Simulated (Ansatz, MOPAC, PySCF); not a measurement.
Species: GeCl₂ (charge 0, singlet). SMILES: [Cl][Ge][Cl]
Structure (B3LYP-D3(BJ)/def2-TZVP (Ansatz, a first-principles code) minimum search):
```xyz
3

Ge    -0.0079     0.0041     0.7266
Cl     1.0991     1.2918    -0.6793
Cl    -1.0842    -1.2996    -0.6884
```

Wanted: vertical ionisation energy to the doublet, in eV. Terms: frozen cores in correlated levels (noble-gas shells and the d and f shells of earlier blocks); LANL2DZ with its own core potentials from Na on; PM7 with its own dispersion and hydrogen-bond terms; six Cartesian d functions in 6-31G* and its kin unless marked 5d; non-relativistic; no dispersion term unless named; no spin-orbit coupling; each state is the SCF solution reached for its charge and spin; UHF or UKS for open shells. Ab initio and DFT rows: single points at B3LYP-D3(BJ) geometries (Ansatz). Semi-empirical rows: differences of heats of formation at the shared geometry for vertical values.

```csv
level,program,vertical ionisation energy to the doublet (eV)
AM1,MOPAC,9.28
PM3,MOPAC,9.30
PM6,MOPAC,9.82
PM7,MOPAC,10.01
MNDO,MOPAC,9.40
HF/6-31G*,Ansatz,9.82
HF/6-31G* with LANL2DZ past Ar,Ansatz,9.97
PBE/6-31G*,Ansatz,10.21
B3LYP/STO-3G,Ansatz,8.54
B3LYP/3-21G,Ansatz,10.53
B3LYP/6-31G*,Ansatz,10.43
B3LYP/6-31G* with LANL2DZ past Ar,Ansatz,10.44
M06-2X/6-31G* with LANL2DZ past Ar (5d),PySCF,10.64
MP2/6-31G*,Ansatz,10.16
PBE/def2-TZVPD,Ansatz,10.16
PBE0/def2-TZVPD,Ansatz,10.34
wB97M-V/def2-TZVPD,Ansatz,10.46
```

No value to compare with is used here. The 14 habitual levels span 8.54 (B3LYP/STO-3G) to 10.64 eV (M06-2X/6-31G* with LANL2DZ past Ar (5d)); PBE/def2-TZVPD gives 10.16.

The levels are drawn from those run, B3LYP/6-31G* more often than the rest, none by its result; runs whose electronic state is in doubt are left out.
